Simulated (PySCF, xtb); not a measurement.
# Two isomers of C2H2NSi+

We compare a, `C=C=[N+]=[Si]`, a singlet, with b, `[NH2+]=C=C=[Si]`, a singlet. Both are isolated ions in the gas phase, relaxed with PBE0-D3(BJ)/pcseg-1.

a (Å):

```xyz
6

C    -3.6300    1.4210   -0.4292
C    -2.5608    2.0398   -0.0480
N    -1.5441    2.6281    0.3142
Si   -0.1834    3.4144    0.7971
H    -4.2411    0.8825    0.2989
H    -3.9256    1.4343   -1.4809
```

b (Å):

| atom | x (Å) | y (Å) | z (Å) |
| --- | --- | --- | --- |
| C | -2.5994 | 2.0187 | -0.0630 |
| C | -1.7138 | 2.8212 | 0.2896 |
| N | -3.5119 | 1.1916 | -0.4257 |
| Si | -0.4760 | 3.9418 | 0.7708 |
| H | -4.2404 | 1.4665 | -1.0834 |
| H | -3.5316 | 0.2385 | -0.0648 |

Problem. Estimate E(b) − E(a) at the level CCSD(T)/def2-SVP + ΔMP2/def2-TZVPP.

Solution. Calculated at CCSD(T)/def2-SVP + ΔMP2/def2-TZVPP: E(b) − E(a) = +66.9 kJ/mol, so structure a lies lower.

Level by level:

```csv
level,geometry,E(b) − E(a) (kJ/mol),departure from the last row (kJ/mol),"job, with rough time for the two"
GFN2-xTB,GFN2-xTB,+89.8,+22.9,"optimisation, 0.14 s"
HF/STO-3G,GFN2-xTB,+90.8,+23.8,"single point, 1.2 s"
r2SCAN-D4/def2-SVP,GFN2-xTB,+68.5,+1.5,"single point, 6.6 s"
PBE0-D3(BJ)/pcseg-1,PBE0-D3(BJ)/pcseg-1,+64.4,−2.5,"optimisation, 25 s"
HF/def2-SVP,PBE0-D3(BJ)/pcseg-1,+73.2,+6.2,part of the CCSD(T) run
MP2/def2-SVP,PBE0-D3(BJ)/pcseg-1,+55.5,−11.5,part of the CCSD(T) run
CCSD(T)/def2-SVP,PBE0-D3(BJ)/pcseg-1,+65.2,−1.7,single point
CCSD(T)/def2-SVP + ΔMP2/def2-TZVPP,PBE0-D3(BJ)/pcseg-1,+66.9,,"single point, 16 s"
```

As drawn, b has 1 C=Si, 2 N–H in place of 1 N=Si, 2 C–H.

None of the levels shown reverses the order. The largest departure from CCSD(T)/def2-SVP + ΔMP2/def2-TZVPP is that of HF/STO-3G, 23.8 kJ/mol. The last row adds to CCSD(T) the change of the MP2 difference between the two basis sets, here +1.7 kJ/mol.

With thermal terms from frequencies at re-optimised GFN2-xTB minima (ideal gas, soft modes damped towards free rotors, one conformer each, 298.15 K, 1 atm): on the last row, ΔE + ΔZPE = +71.2, ΔH = +71.3, ΔG = +71.5 kJ/mol.

The T1 diagnostic of structure a is large, so the coupled-cluster value is less sure. The correlated steps freeze 8 core orbitals. Programs: PySCF 2.14.0, xtb 6.7.1; the last row on 2 threads of AMD EPYC 9R45 96-Core Processor (Zen 5) on a shared host.
